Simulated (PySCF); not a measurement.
Core-level binding energies of cis-Si(H2O)2F4

Compound: cis-Si(H2O)2F4.
Z-matrix (Å and degrees, PBE0-D3(BJ)/def2-SVP geometry), rows numbered from 1:
```
Si
O   1  2.0120
H   2  0.9678  1  105.99
H   2  0.9679  1  105.73  3  -113.95
F   1  1.6335  2  171.21  3  -126.04
O   1  2.0113  2   84.66  3  -125.14
H   6  0.9680  1  105.32  2  -121.95
H   6  0.9680  1  105.39  2   124.73
F   1  1.6329  2   86.93  3    54.97
F   1  1.6564  2   81.44  3   152.59
F   1  1.6536  2   81.78  3   -42.73
```

Level of theory: delta-SCF UKS SCAN, pcX-2 on the ionised atom, pcseg-1 elsewhere, spin-free X2C in PySCF. Each binding energy is the total energy of the core-ionised species, with the hole localised on one atom, minus that of the ground state; both are solved self-consistently, so orbital relaxation is included.

Question: List the computed XPS lines with their assignment.

Answer: 
```csv
atom(s),environment,level,binding energy (eV),2p1/2 (eV),above the level's lowest (eV),count
Si1,silicon bonded to 4 F and 2 O,Si 2p3/2,109.95,110.58,0.00,1
O2/O6,oxygen bonded to Si and 2 H,O 1s,541.82,–,0.00,2
F5/F9,fluorine bonded to Si,F 1s,691.87,–,0.00,2
F10/F11,fluorine bonded to Si,F 1s,692.05,–,+0.18,2
Si1,silicon bonded to 4 F and 2 O,Si 1s,1850.55,–,0.00,1
```

The 2 F 1s values lie within 0.18 eV of each other; Gaussian lines of 0.5 eV full width would blend them into one maximum.

Question: What is the longest wavelength that can ionise O 1s of O2 (atom 2)/O6 vertically?

Answer: λ = hc/E = 12398.42 eV Å / 541.82 eV = 22.883 Å.

Question: Which effective nuclear charge Zeff reproduces each element's mean 1s value in the hydrogen-like formula E = 13.606 eV × Zeff²?

Answer: O (Z = 8): mean 541.8 eV, Zeff = 6.31, Z − Zeff = 1.69; F (Z = 9): mean 692.0 eV, Zeff = 7.13, Z − Zeff = 1.87; Si (Z = 14): mean 1850.6 eV, Zeff = 11.66, Z − Zeff = 2.34. Means run over the listed sites, weighted by atom count.

The first atom of each set that the bonding makes equivalent was ionised and stands for the set. Spin–orbit coupling isn't in the SCF: each 2p doublet comes from a relaxed spin-free hole plus a matrix of the shell (mean-field spin–orbit coupling and the ground-state 2p splitting), with 2p3/2 averaged over its two sublevels. 2p1/2 minus 2p3/2 (ligand field included): Si 0.63 eV. Geometry: PBE0-D3(BJ)/def2-SVP; no solvent, vibrations or thermal averaging.

On Arm Neoverse V1, one thread, shared host with 32 logical CPUs at a one-minute load of 32, this took 40 s and 0.50 GiB of memory at its peak.
